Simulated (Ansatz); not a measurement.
Basis-set series for ClFGaHS, SMILES `[F][Ga]([SH])[Cl]`. The species carries charge 0 and has multiplicity 1. Geometry: relaxed with PBE0-D4/def2-TZVP. It is one conformer, not always the lowest.

| functional | basis | functions | energy (Eh) | HOMO (eV) | LUMO (eV) |
| --- | --- | --- | --- | --- | --- |
| PBE0-D4 | def2-SVP | 87 | -2882.60034 | -8.34 | -1.41 |
| PBE0-D4 | def2-TZVPP | 177 | -2883.27082 | -8.46 | -1.58 |
| ωB97M-V | def2-SVP | 87 | -2883.06616 | -10.48 | 0.58 |
| ωB97M-V | def2-TZVPP | 177 | -2883.73454 | -10.65 | 0.35 |

(1) Give the rows for def2-QZVPP. (Estimate.)

Results:

(1) Computed: 
```csv
functional,basis,functions,energy (Eh),HOMO (eV),LUMO (eV)
PBE0-D4,def2-QZVPP,316,-2883.34571,-8.49,-1.69
ωB97M-V,def2-QZVPP,316,-2883.80633,-10.69,0.07
```

Positive LUMOs are unbound and depend on the basis. Scalar relativity is left out up to krypton.
